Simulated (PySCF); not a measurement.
Harmonic spectrum computed at PBE0 in the def2-TZVP basis family (core potentials from Rb on, PySCF, no spin–orbit coupling):

```
symmetry  ω (cm⁻¹)  IR (km/mol, summed over degenerate members)
      πu       162                                         79.5
     σg+       805                                          0.0
     σu+       918                                         80.2
```

Which molecule gave it? In each, all ligands are bound to the one heavy central atom.
A. SnO₂ (singlet)
B. GaO₂ (doublet)
C. BiO₂ (doublet)
D. GeO₂ (singlet)
E. InO₂ (doublet)

A. It has D∞h symmetry with Sn–O 1.799 Å (×2).
